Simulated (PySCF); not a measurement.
H2O3P (SMILES O=[P](O)O), doublet, geometry from GFN2-xTB; PySCF with HF/6-31G*.

Input for PySCF:
```python
from pyscf import gto, scf

mol = gto.Mole()
mol.atom = '''
    O     1.427181   -0.127893    0.470293
    P     0.199306    0.021675   -0.314838
    O    -0.899245   -1.162206    0.032029
    O    -0.648013    1.332485    0.101491
    H    -0.493336   -2.020942    0.152005
    H    -1.535643    1.356721   -0.259933
'''
mol.basis = '6-31g*'
mol.charge = 0
mol.spin = 1
mol.verbose = 5
mol.build()

mf = scf.UHF(mol)
mf.kernel()
```

What does PySCF print? Leave out banner, timings and long lists.


```
PySCF version 2.14.0

[INPUT] verbose = 5
[INPUT] max_memory = 4000
[INPUT] num. atoms = 6
[INPUT] num. electrons = 41
[INPUT] charge = 0
[INPUT] spin (= nelec alpha-beta = 2S) = 1
[INPUT] symmetry False subgroup None
[INPUT] Mole.unit = angstrom
[INPUT] Symbol           X                Y                Z      unit          X                Y                Z       unit  Magmom
[...]
[INPUT] ---------------- BASIS SET ----------------
[INPUT] l, kappa, [nprim/nctr], expnt,             c_1 c_2 ...
[INPUT] H
[...]
                                2.8253937         0.23472695
                                0.6401217         0.81375733
[...]
[INPUT] P
[...]
                                2909.42           0.0142062
                                661.364           0.0699995
                                185.759           0.240079
                                59.1943           0.484762
                                20.031            0.3352
[...]
                                81.0101           -0.0360499
                                25.878            -0.116631
                                9.45221           0.0968328
                                3.66566           0.614418
                                1.46746           0.403798
[...]
                                0.748997          0.0328517
                                0.283145          1.08125
[...]
                                81.0101           0.0336936
                                25.878            0.139755
                                9.45221           0.339362
                                3.66566           0.450921
                                1.46746           0.238586
[...]
                                0.748997          0.274058
                                0.283145          0.785421
[...]
[INPUT] O
[...]
                                825.23495         0.0139501
                                188.04696         0.0684451
                                52.9645           0.2327143
                                16.89757          0.470193
                                5.7996353         0.3585209
[...]
                                3.5999336         -0.1480263
                                1.0137618         1.130767
[...]
                                3.5999336         0.3397528
                                1.0137618         0.7271586
[...]
nuclear repulsion = 182.809085284927
number of shells = 30
number of NR pGTOs = 140
number of NR cGTOs = 64
basis = 6-31g*
ecp = {}

******** <class 'pyscf.scf.uhf.UHF'> ********
method = UHF
initial guess = minao
damping factor = 0
level_shift factor = 0
DIIS = <class 'pyscf.scf.diis.CDIIS'>
diis_start_cycle = 1
diis_space = 8
diis_damp = 0
SCF conv_tol = 1e-09
SCF conv_tol_grad = None
SCF max_cycles = 50
direct_scf = True
direct_scf_tol = 1e-13
number electrons alpha = 21  beta = 20
Set gradient conv threshold to 3.16228e-05
E1 = -1144.9173034635312  E2 = 395.05120224452907  Ecoul = 442.8082643917097  Exc = -47.75706214718065
init E= -567.057015934075
cond(S) = 164.14265355663406

  alpha mo_energy =
[-79.94198662 -20.80605482 -20.80562612 -20.80007226  -7.54008721
  -5.41816949  -5.41217513  -5.40897714  -1.76435803  -1.59648788
  -1.56571313  -0.88711632  -0.76833723  -0.6794626   -0.61995084
  -0.58107561  -0.56300478  -0.50479652  -0.49266942  -0.47756466
  -0.19644662   0.11189734   0.11807916   0.16627846   0.21738133
   0.2422612    0.40897606   0.45513428   0.49725897   0.56447405
   0.79401751   0.83147374   0.93648983   0.98464282   0.99629057
   1.05105303   1.11287923   1.1365906    1.16736086   1.19193435
   1.19391181   1.20324056   1.27642803   1.35489371   1.39437028
   1.44577535   1.59640451   1.62996125   1.81162899   1.89969362
   1.91791573   1.94832465   1.957628     1.97404988   2.04259034
   2.06557446   2.2216678    2.33589432   2.36011441   2.59720167
   2.69619985   2.7795087    2.90921814   3.05732471]
  beta  mo_energy =
[...]
   0.80130677   0.84081062   0.94016693   1.04753838   1.0648079
   1.10801719   1.17630106   1.19014166   1.21622425   1.25187421
   1.27286885   1.30512662   1.37064884   1.42535841   1.4670606
   1.54526846   1.68666707   1.70636174   1.90634395   1.97816054
   1.99624041   2.0391619    2.08632796   2.09524775   2.13532781
   2.14841624   2.29391496   2.44502429   2.47107911   2.65649736
   2.75772001   2.84628521   2.9676397    3.18170664]
  beta  mo_energy =
[-8.00837986e+01 -2.06145568e+01 -2.06070773e+01 -2.05373970e+01
 -7.61555902e+00 -5.51483041e+00 -5.51433916e+00 -5.50502213e+00
 -1.42407494e+00 -1.37233378e+00 -1.29690654e+00 -8.32304802e-01
 -7.54458955e-01 -6.52311361e-01 -6.10941181e-01 -5.89582375e-01
 -5.65076693e-01 -5.40077710e-01 -4.78350024e-01 -4.54563007e-01
  2.92055959e-02  2.02299637e-01  2.10769316e-01  2.55237734e-01
  2.77582458e-01  3.46655726e-01  4.28846738e-01  5.00341908e-01
  5.32312309e-01  6.09494224e-01  8.22648448e-01  8.68026441e-01
  9.96388182e-01  1.05315348e+00  1.07430152e+00  1.12691192e+00
  1.18691289e+00  1.19625333e+00  1.22831469e+00  1.26712813e+00
  1.28849074e+00  1.32955809e+00  1.38580841e+00  1.43414131e+00
  1.47555833e+00  1.56245087e+00  1.69536441e+00  1.71607374e+00
  1.91412058e+00  1.98465937e+00  2.00038988e+00  2.04294311e+00
  2.09949605e+00  2.10835548e+00  2.15299708e+00  2.16778072e+00
  2.30630692e+00  2.46281843e+00  2.48199582e+00  2.66391595e+00
  2.76350739e+00  2.85301479e+00  2.97554722e+00  3.19449786e+00]
multiplicity <S^2> = 0.76784746  2S+1 = 2.0177685
E1 = -1146.6265506848722  E2 = 397.33850275041584  Ecoul = 445.56601405350415  Exc = -48.227511303088306
cycle= 15 E= -566.478962649529  delta_E= -1.8e-10  |g|= 5.75e-06  |ddm|= 3.59e-05
  alpha mo_energy =
[-80.08897037 -20.62105756 -20.61348415 -20.55067668  -7.62362785
  -5.5239063   -5.51668994  -5.51590875  -1.4443108   -1.39163029
  -1.33455637  -0.86174844  -0.76596984  -0.6884603   -0.64880595
  -0.61178705  -0.60227641  -0.55882599  -0.52198118  -0.4907395
  -0.41057933   0.18713963   0.19297317   0.22331262   0.25932429
   0.32427238   0.39459059   0.49455207   0.52103084   0.59343385
   0.80130718   0.84081062   0.94016688   1.04753923   1.064808
   1.10801719   1.17630135   1.19014242   1.21622518   1.25187476
   1.27286958   1.30512583   1.37064824   1.42535873   1.46706155
   1.5452676    1.68666753   1.70636216   1.90634394   1.97816156
   1.9962417    2.03916298   2.08632708   2.09524759   2.13532738
   2.14841629   2.29391557   2.44502341   2.47107832   2.65649831
   2.75772092   2.84628605   2.96764069   3.1817053 ]
  beta  mo_energy =
[-8.00837994e+01 -2.06145525e+01 -2.06070718e+01 -2.05374012e+01
 -7.61555965e+00 -5.51483105e+00 -5.51433980e+00 -5.50502281e+00
 -1.42407339e+00 -1.37233171e+00 -1.29690801e+00 -8.32303729e-01
 -7.54457521e-01 -6.52310647e-01 -6.10939901e-01 -5.89580760e-01
 -5.65077385e-01 -5.40075712e-01 -4.78351393e-01 -4.54563700e-01
  2.92056711e-02  2.02300072e-01  2.10769622e-01  2.55237631e-01
  2.77582655e-01  3.46655994e-01  4.28846600e-01  5.00341910e-01
  5.32312233e-01  6.09493856e-01  8.22648373e-01  8.68026358e-01
  9.96388237e-01  1.05315432e+00  1.07430148e+00  1.12691204e+00
  1.18691355e+00  1.19625407e+00  1.22831579e+00  1.26712939e+00
  1.28849170e+00  1.32955712e+00  1.38580813e+00  1.43414201e+00
  1.47555944e+00  1.56244994e+00  1.69536523e+00  1.71607415e+00
  1.91412067e+00  1.98466048e+00  2.00039126e+00  2.04294426e+00
  2.09949591e+00  2.10835493e+00  2.15299691e+00  2.16778079e+00
  2.30630764e+00  2.46281751e+00  2.48199505e+00  2.66391701e+00
  2.76350841e+00  2.85301581e+00  2.97554843e+00  3.19449651e+00]
multiplicity <S^2> = 0.76784795  2S+1 = 2.017769
E1 = -1146.626536215111  E2 = 397.3384882806221  Ecoul = 445.56599764309374  Exc = -48.227509362471665
Extra cycle  E= -566.478962649561  delta_E= -3.25e-11  |g|= 3.83e-06  |ddm|= 8.01e-06
converged SCF energy = -566.478962649561  <S^2> = 0.76784795  2S+1 = 2.017769
```
